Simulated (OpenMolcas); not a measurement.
## Os+: CASPT2 settings compared

```
Program             : OpenMolcas
Basis               : ANO-RCC-VQZP [9s8p6d4f3g2h]
Scalar Hamiltonian  : X2C, point nucleus
Active space        : 7 electrons in 6 orbitals (5d 6s)
State averaging     : 2S+1 = 6 even, 6 roots; 2S+1 = 4 even, 59 roots kept (CI in the orbitals of an earlier block); 2S+1 = 2 even, 90 roots kept (CI in the orbitals of an earlier block)
Spin-orbit coupling : state interaction with AMFI integrals over the reference wave functions, term energies averaged over their components
```

Methods on the same reference wave functions:
A. CASSCF
B. SS-CASPT2, IPEA 0.15 Eh, imaginary shift 0.2 Eh (closed shells correlated: 5s 5p)
C. SS-CASPT2, IPEA 0.3 Eh, sigma2 regulariser 0.2 Eh (closed shells correlated: 4f 5s 5p)
D. SS-CASPT2, IPEA 0 Eh, imaginary shift 0.5 Eh (closed shells correlated: 5s 5p)
E. MS-CASPT2, IPEA 0.15 Eh, imaginary shift 0.2 Eh (closed shells correlated: 5s 5p)

Energies in cm-1 above 5d6 6s 6D 9/2, the measured ground level; measured values from NIST Handbook of Basic Atomic Spectroscopic Data.

```json
{"Level": "5d6 6s 6D 9/2", "A": "0.0", "B": "0.0", "C": "0.0", "D": "0.0", "E": "0.0", "Measured": "0.0"}
{"Level": "5d6 6s 6D 7/2", "A": "3582", "B": "3760", "C": "3770", "D": "3750", "E": "3580", "Measured": "3593"}
{"Level": "5d6 6s 6D 5/2 [52 %]", "A": "4853", "B": "3940", "C": "4180", "D": "3640", "E": "3990", "Measured": ""}
{"Level": "5d6 6s 6D 3/2 [69 %]", "A": "6340", "B": "5860", "C": "6000", "D": "5680", "E": "5820", "Measured": "5592"}
{"Level": "5d6 6s 6D 1/2", "A": "7278", "B": "7050", "C": "7150", "D": "6920", "E": "7030", "Measured": "6637"}
{"Level": "5d7 4F 9/2 [70 %]", "A": "15001", "B": "9800", "C": "9890", "D": "9620", "E": "7370", "Measured": ""}
{"Level": "5d7 4F 5/2 [55 %]", "A": "20210", "B": "15120", "C": "15320", "D": "14830", "E": "14600", "Measured": ""}
{"Level": "5d7 4F 7/2 [56 %]", "A": "20299", "B": "14960", "C": "15170", "D": "14720", "E": "13180", "Measured": ""}
{"Level": "5d6 6s 4H 13/2", "A": "22055", "B": "19340", "C": "19930", "D": "18620", "E": "18940", "Measured": ""}
{"Level": "5d6 6s 4P 1/2(1) [66 %]", "A": "22747", "B": "18350", "C": "18870", "D": "17680", "E": "15940", "Measured": ""}
{"Level": "5d6 6s 4D 1/2(1) [60 %]", "A": "25156", "B": "19430", "C": "20000", "D": "18850", "E": "18930", "Measured": ""}
{"Level": "5d6 6s 4D 1/2(2) [60 %]", "A": "30753", "B": "25210", "C": "26000", "D": "24220", "E": "25170", "Measured": ""}
{"Level": "5d6 6s 4D 3/2(2)", "A": "32475", "B": "26920", "C": "27710", "D": "25830", "E": "26620", "Measured": ""}
```

Deviations, from unrounded energies. A percentage is the sum of absolute deviations over the sum of measured energies, with the sign that they share, or ± where signs differ.

```json
{"Against measurement": "mean absolute deviation (cm-1)", "Levels": "3", "A": "470", "B": "290", "C": "370", "D": "180", "E": "210"}
{"Against measurement": "fine structure of the ground term (%)", "Levels": "3", "A": "±8.9", "B": "+5.4", "C": "+6.9", "D": "+3.3", "E": "±4.0"}
```

D lies closest to measurement on these levels and A furthest from it. The largest miss of D in the table is 5d6 6s 6D 1/2, by +280 cm-1. The ranking rests on the paired levels alone, and a cruder setting can come out closer through cancelling errors.

Among B to E the level of the table that moves most is 5d6 6s 4P 1/2(1) [66 %], by 2900 cm-1 (lowest in E, highest in C). Moves below CASPT2's spread within the term are not significant.

The mean deviations of B to E differ by less than CASPT2's widest spread within a term (580 cm-1), so their order carries little weight.

From A to B the spin-free energies of the other terms of 5d6 6s shown, above 6D, scale by factors of 0.62 to 0.84.

The lowest spin-free term lies below A's lowest term by 0.449 hartree in B, 1.380 hartree in C, 0.457 hartree in D, 0.449 hartree in E.

CASPT2 breaks the degeneracy within a term, and the mean is taken; among the terms shown or strongly mixed into the levels shown the widest spread is 580 cm-1 (5d7 4F, D). Terms from blocks run as CI alone lack orbitals of their own. Configurations are named by rounded mean occupations; where the s occupation lies near a half they are strongly mixed, a name can repeat and a true partner stay unpaired. A single d shell beside an s shell can misplace configurations of different d count against each other. The CASPT2 spread within a term exceeds the gap to the next term for 5d6 6s 4P(1) and 5d7 4F, so the order of their levels is uncertain, and so are names and mixing where such terms share a J (figures for B; the like holds for E). Without dynamic correlation excited terms often stand tens of per cent too high (terms of higher spin than the ground term too low), and those without a measured partner can miss by more than the paired ones (holds for A). Blocks of more than 70 roots (2S+1 = 2 even) ran without multistate coupling (holds for E). Measured partners are found by configuration, term and J. A level has none where our copy of the source lacks it or the pairing is in doubt (some pairs that miss far off the trend of their configuration count as doubtful), and it then counts in no deviation. Only configurations of the active space appear. The table leaves out levels that lie high or whose names do not pair safely across all columns.

A share in square brackets marks a mixed level and gives the weight of the term that names it, the lowest over the columns. A number in round brackets counts repeated terms of one configuration in the order of the reference energies.
